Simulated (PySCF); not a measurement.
A geometry optimisation, step by step.

Compound: CF3SO2Cl.
Bonds: O1–S2 (double), S2–O3 (double), S2–Cl4, S2–C5, C5–F6, C5–F7, C5–F8.

Method: PBE0-D3(BJ)/def2-SVP geometry optimisation, gas phase (PySCF); density fitting, grid level 1; the optimiser is geomeTRIC in internal coordinates, started from a GFN2-xTB structure with every atom displaced at random (about 0.01 Å). The frame can shift and turn from step to step; on so coarse a grid that alone can change the energy by a few meV, and forces under 0.02 eV/Å are noise.

Step 0: E = -36598.8511 eV, largest atomic force 1.995 eV/Å
```
atom  x, y, z in Å  |  force x, y, z in eV/Å
O1      1.463   -0.277    1.308   -0.131   0.304   0.664
S2      0.938   -0.131   -0.019   -0.026  -0.098   1.138
O3      1.278   -1.066   -1.028    0.245  -1.133  -1.624
Cl4     1.349    1.729   -0.691   -0.064   0.640  -0.175
C5     -0.930   -0.079    0.070    0.028   0.672   0.516
F6     -1.345   -1.242    0.510    0.059  -0.068  -0.146
F7     -1.288    0.872    0.920    0.022  -0.256  -0.275
F8     -1.409    0.175   -1.122   -0.132  -0.061  -0.097
```

Step 1: E = -36598.9013 eV, largest atomic force 0.537 eV/Å
```
atom  x, y, z in Å  |  force x, y, z in eV/Å
O1      1.380   -0.261    1.415    0.117  -0.025   0.147
S2      0.959   -0.136    0.046   -0.263   0.195  -0.389
O3      1.318   -1.058   -1.006    0.074   0.196   0.223
Cl4     1.339    1.800   -0.589    0.060  -0.076   0.024
C5     -0.917   -0.053    0.029   -0.101  -0.411  -0.330
F6     -1.282   -1.306    0.214   -0.207  -0.075   0.121
F7     -1.391    0.705    0.983    0.162   0.122   0.034
F8     -1.347    0.359   -1.145    0.158   0.073   0.169
```

Step 2: E = -36598.9214 eV, largest atomic force 0.231 eV/Å
```
atom  x, y, z in Å  |  force x, y, z in eV/Å
O1      1.377   -0.248    1.415   -0.049   0.000   0.077
S2      0.950   -0.131    0.045    0.138   0.013  -0.142
O3      1.352   -1.042   -0.998   -0.040   0.051   0.062
Cl4     1.338    1.803   -0.586   -0.059  -0.041   0.016
C5     -0.925   -0.075    0.021   -0.044  -0.203  -0.101
F6     -1.326   -1.316    0.230    0.007   0.185  -0.044
F7     -1.365    0.711    0.970    0.011   0.089   0.088
F8     -1.341    0.349   -1.150    0.035  -0.094   0.044
```

Step 3: E = -36598.9255 eV, largest atomic force 0.104 eV/Å
```
atom  x, y, z in Å  |  force x, y, z in eV/Å
O1      1.362   -0.240    1.425    0.004  -0.003   0.007
S2      0.953   -0.131    0.048    0.002  -0.015   0.005
O3      1.367   -1.043   -0.988    0.024   0.004   0.009
Cl4     1.317    1.804   -0.585   -0.011  -0.010   0.000
C5     -0.922   -0.082    0.015    0.020  -0.084  -0.011
F6     -1.339   -1.311    0.240    0.030   0.100  -0.001
F7     -1.350    0.725    0.954   -0.039   0.042   0.014
F8     -1.329    0.327   -1.162   -0.029  -0.033  -0.023
```

Step 4: E = -36598.9277 eV, largest atomic force 0.081 eV/Å
```
atom  x, y, z in Å  |  force x, y, z in eV/Å
O1      1.352   -0.227    1.436   -0.006  -0.007  -0.031
S2      0.955   -0.130    0.054   -0.018   0.002   0.079
O3      1.390   -1.043   -0.971    0.010  -0.026  -0.022
Cl4     1.304    1.804   -0.586    0.008   0.016  -0.014
C5     -0.920   -0.087    0.007   -0.005   0.038   0.045
F6     -1.345   -1.305    0.260    0.034  -0.038   0.044
F7     -1.351    0.746    0.925   -0.013   0.000  -0.048
F8     -1.324    0.292   -1.181   -0.008   0.015  -0.053
```

Step 5: E = -36598.9298 eV, largest atomic force 0.190 eV/Å
```
atom  x, y, z in Å  |  force x, y, z in eV/Å
O1      1.333   -0.205    1.455    0.005   0.001  -0.040
S2      0.956   -0.124    0.066   -0.057  -0.004   0.105
O3      1.412   -1.045   -0.942    0.012  -0.037  -0.044
Cl4     1.290    1.805   -0.592    0.029   0.030  -0.021
C5     -0.919   -0.094   -0.004    0.039   0.173   0.069
F6     -1.341   -1.299    0.299   -0.006  -0.111   0.052
F7     -1.359    0.779    0.875   -0.010  -0.065  -0.080
F8     -1.312    0.234   -1.211   -0.013   0.012  -0.040
```

Step 6: E = -36598.9309 eV, largest atomic force 0.141 eV/Å
```
atom  x, y, z in Å  |  force x, y, z in eV/Å
O1      1.328   -0.192    1.462    0.003   0.007  -0.019
S2      0.955   -0.120    0.072   -0.036  -0.007   0.050
O3      1.415   -1.047   -0.929    0.000  -0.018  -0.022
Cl4     1.294    1.805   -0.599    0.015   0.016  -0.011
C5     -0.919   -0.095   -0.007    0.009   0.136   0.036
F6     -1.333   -1.296    0.321   -0.011  -0.099   0.034
F7     -1.373    0.792    0.849    0.013  -0.041  -0.046
F8     -1.309    0.203   -1.223    0.008   0.006  -0.021
```

Step 7: E = -36598.9313 eV, largest atomic force 0.038 eV/Å
```
atom  x, y, z in Å  |  force x, y, z in eV/Å
O1      1.326   -0.182    1.466    0.002   0.005   0.001
S2      0.953   -0.117    0.076    0.004  -0.005  -0.006
O3      1.412   -1.051   -0.920   -0.005   0.001   0.006
Cl4     1.300    1.803   -0.607    0.001   0.002  -0.003
C5     -0.919   -0.094   -0.007    0.012   0.036  -0.002
F6     -1.326   -1.296    0.336   -0.018  -0.018   0.006
F7     -1.382    0.801    0.833    0.003  -0.016  -0.013
F8     -1.304    0.185   -1.230    0.001  -0.004   0.011
```

Step 8: E = -36598.9313 eV, largest atomic force under 0.02 eV/Å
```
atom  x, y, z in Å  |  force x, y, z in eV/Å
O1      1.326   -0.178    1.467    0.002   0.004   0.002
S2      0.953   -0.116    0.077    0.002  -0.007  -0.008
O3      1.411   -1.054   -0.917   -0.002   0.003   0.007
Cl4     1.302    1.802   -0.611   -0.001  -0.001  -0.002
C5     -0.919   -0.094   -0.007   -0.006   0.004  -0.005
F6     -1.327   -1.294    0.340   -0.001  -0.003  -0.001
F7     -1.383    0.804    0.829    0.003   0.003   0.006
F8     -1.303    0.180   -1.232    0.004  -0.003   0.000
```

Question: Summarise the path.

Answer: The energy falls by 0.0802 eV from step 0 to step 8; nine tenths of that is first reached at step 3. It never rises by more than 0.2 meV. The largest force goes from 1.995 to under 0.02 eV/Å. Among the bonds S2–Cl4 changes most, from 2.020 to 2.068 Å; the atoms move by 0.046 Å rms after alignment.

Question: Follow the three bonds and two angles with the largest change from start to end.

Answer: 
```json
{"step": "0", "E above end (eV)": "0.0802", "largest force (eV/Å)": "1.995", "S2–Cl4 (Å)": "2.020", "S2=O3 (Å)": "1.417", "C5–F7 (Å)": "1.325", "O1–S2–O3 (°)": "120.2", "Cl4–S2–C5 (°)": "101.2"}
{"step": "1", "E above end (eV)": "0.0300", "largest force (eV/Å)": "0.537", "S2–Cl4 (Å)": "2.073", "S2=O3 (Å)": "1.444", "C5–F7 (Å)": "1.307", "O1–S2–O3 (°)": "124.4", "Cl4–S2–C5 (°)": "98.0"}
{"step": "2", "E above end (eV)": "0.0099", "largest force (eV/Å)": "0.231", "S2–Cl4 (Å)": "2.071", "S2=O3 (Å)": "1.442", "C5–F7 (Å)": "1.308", "O1–S2–O3 (°)": "123.6", "Cl4–S2–C5 (°)": "98.9"}
{"step": "3", "E above end (eV)": "0.0058", "largest force (eV/Å)": "0.104", "S2–Cl4 (Å)": "2.068", "S2=O3 (Å)": "1.441", "C5–F7 (Å)": "1.310", "O1–S2–O3 (°)": "123.9", "Cl4–S2–C5 (°)": "98.4"}
{"step": "4", "E above end (eV)": "0.0036", "largest force (eV/Å)": "0.081", "S2–Cl4 (Å)": "2.067", "S2=O3 (Å)": "1.440", "C5–F7 (Å)": "1.313", "O1–S2–O3 (°)": "123.8", "Cl4–S2–C5 (°)": "98.0"}
{"step": "5", "E above end (eV)": "0.0015", "largest force (eV/Å)": "0.190", "S2–Cl4 (Å)": "2.066", "S2=O3 (Å)": "1.440", "C5–F7 (Å)": "1.314", "O1–S2–O3 (°)": "123.8", "Cl4–S2–C5 (°)": "97.8"}
{"step": "6", "E above end (eV)": "0.0004", "largest force (eV/Å)": "0.141", "S2–Cl4 (Å)": "2.066", "S2=O3 (Å)": "1.440", "C5–F7 (Å)": "1.314", "O1–S2–O3 (°)": "123.7", "Cl4–S2–C5 (°)": "97.9"}
{"step": "7", "E above end (eV)": "0.0000", "largest force (eV/Å)": "0.038", "S2–Cl4 (Å)": "2.067", "S2=O3 (Å)": "1.440", "C5–F7 (Å)": "1.312", "O1–S2–O3 (°)": "123.8", "Cl4–S2–C5 (°)": "98.1"}
{"step": "8", "E above end (eV)": "0.0000", "largest force (eV/Å)": "under 0.02", "S2–Cl4 (Å)": "2.068", "S2=O3 (Å)": "1.440", "C5–F7 (Å)": "1.311", "O1–S2–O3 (°)": "123.8", "Cl4–S2–C5 (°)": "98.2"}
```

What follows is the cost of the whole optimisation. Hardware: one thread of an Arm Neoverse V1, shared host with 32 logical CPUs at a one-minute load of 13. Cost: 54 s wall, 0.52 GiB resident at most.
